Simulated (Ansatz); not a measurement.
`OC(F)[SiH3]` + `[AsH3]` → `OC([SiH3])[AsH2]` + H–F  (substitution at a C–F bond)

Gas-phase electronic energies from Ansatz, PBE0-D4/def2-TZVP geometries. CCSD(T)/CBS adds triple-zeta CCSD(T) − MP2 to the extrapolated MP2 energy (def2 sets, frozen cores). This one scheme is used for every species. Functionals use def2-TZVPP. For As outer-core shells are correlated without core-valence functions, which leaves a few kJ/mol of doubt a bond. Scalar relativity is left out up to krypton. One conformer a species, not always the lowest.

`OC(F)[SiH3]`:

```xyz
9

O     1.451    0.705   -0.229
C     0.558   -0.095    0.449
F     1.024   -1.413    0.478
Si   -1.123   -0.058   -0.461
H     2.252    0.812    0.295
H     0.470    0.197    1.505
H    -0.915   -0.471   -1.870
H    -2.045   -0.996    0.227
H    -1.672    1.320   -0.395
```

`[AsH3]`:

Cartesian coordinates in Å:
```
As -0.023 -0.587 -0.243
H -0.350 0.671 -1.034
H -0.863 -0.127 0.939
H 1.235 0.042 0.338
```

`OC([SiH3])[AsH2]`:

Cartesian coordinates in Å:
```
O 0.366 -0.324 1.803
C -0.315 -0.307 0.562
Si -0.016 1.366 -0.255
As 0.287 -1.835 -0.582
H 0.205 -1.165 2.241
H -1.396 -0.457 0.689
H 1.435 1.533 -0.518
H -0.765 1.391 -1.538
H -0.493 2.477 0.612
H 1.403 -1.095 -1.310
H -0.711 -1.583 -1.704
```

H–F:

```xyz
2

F    -0.054   -0.349    0.295
H     0.054    0.349   -0.295
```

| level | ΔE (kcal/mol) |
| --- | --- |
| PBE | -3.0 |
| HF/CBS(def2) | 1.0 |

(1) What does CCSD(T)/CBS give? (An estimate is asked.)

Largest T1 diagnostic among the species: 0.012.

## Answers

(1) The calculation gave: -8.3 kcal/mol. The listed levels differ from it by 5.3, 9.3 kcal/mol.

The D4 term adds −3.2 kcal/mol with B3LYP and −1.7 kcal/mol with PBE0; it sums over pairs of atoms, weighted by their polarisabilities, and B3LYP, whose exchange is more repulsive, gets the larger term. In def2-TZVPP, CCSD(T) changes the Hartree–Fock value by −8.1 kcal/mol (the triples alone add −1.0 kcal/mol) and MP2 by −11.5 kcal/mol.

B3LYP here is the variant with VWN-RPA as its local correlation; programs differ in this.
